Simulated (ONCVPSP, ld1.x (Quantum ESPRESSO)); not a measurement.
## Potentials for Al (Z = 13) compared

Generated with ld1.x 7.5 (TM, RRKJ, ultrasoft, PAW), atompaw 4.2 or ONCVPSP 4.0.1. The cutoff is in Ry: for ld1.x and atompaw files where the sum of valence levels is converged to 10 mRy in a Bessel basis, for ONCV files where the hardest occupied wave has 1 mHa per electron of residual kinetic energy. The error is the largest all-electron minus pseudo excitation energy over each file’s own four to seven test configurations (ionisations up to +4, promotions, holes and added fractions of an electron), all of which were solved. The labels leave out finer settings (local radius, basis sizes, second energies), which also bear on the numbers. Spin-polarised tests are not counted. The rows are a selection from randomly drawn settings: files with unsolved tests, undetermined cutoffs or missed reference levels are left out.

A true bound ghost makes a file unfit for plane-wave use even where its test errors are small: the radial tests pick states by their node count and pass the ghost by.

| potential | cutoff (Ry) | largest error (meV) | bound ghosts |
| --- | --- | --- | --- |
| ONCV, PBE, scalar-relativistic, rc 1.20/1.10/1.10 (spd), local smoothed, core correction yes, reference 2s2 2p6 3s1.75 3p1.25, qcut 13/12.3/8.4, projectors 2/2/3 | 119 | +593 | d |
| RRKJ, revPBE, non-relativistic, rc 2.30/1.90/2.20 (spd), local s, core correction no, reference 3s1 3p2 | 8 | -29 | none |
| ultrasoft, PBE, scalar-relativistic, rc 2.35/1.90 (sp), local smoothed, core correction no, reference 3s1 3p2 | 6 | +14 | none |
| ultrasoft, Wu–Cohen, scalar-relativistic, rc 1.70/3.15 (sp), local smoothed, core correction yes, reference 3s2 3p1 | 10 | -21 | none |
| ONCV, LDA (Perdew-Zunger), non-relativistic, rc 1.70/1.60/1.85 (spd), local smoothed, core correction yes, reference 3s1.5, qcut 3.3/4.4/5.2, projectors 2/3/3 | 26 | +43 | p, d |

Fill in the row for Al: TM, PBEsol, scalar-relativistic, rc 1.85/2.45/2.40 (spd), local s, core correction yes, reference 3s1.75 3p1.25.

cutoff 10 Ry, largest error +11 meV, bound ghosts: none.

Fill in the row for Al: TM, LDA (PZ), scalar-relativistic, rc 1.80/2.85/2.80 (spd), local p, core correction no, reference 3s2 3p1.

cutoff 10 Ry, largest error +83 meV, bound ghosts: none.

Fill in the row for Al: ONCV, PBE, non-relativistic, rc 2.35/1.90 (sp), local smoothed, core correction no, reference 3s2 3p1, qcut 2.4/5.3, projectors 2/2.

cutoff 20 Ry, largest error +6.0 meV, bound ghosts: none.
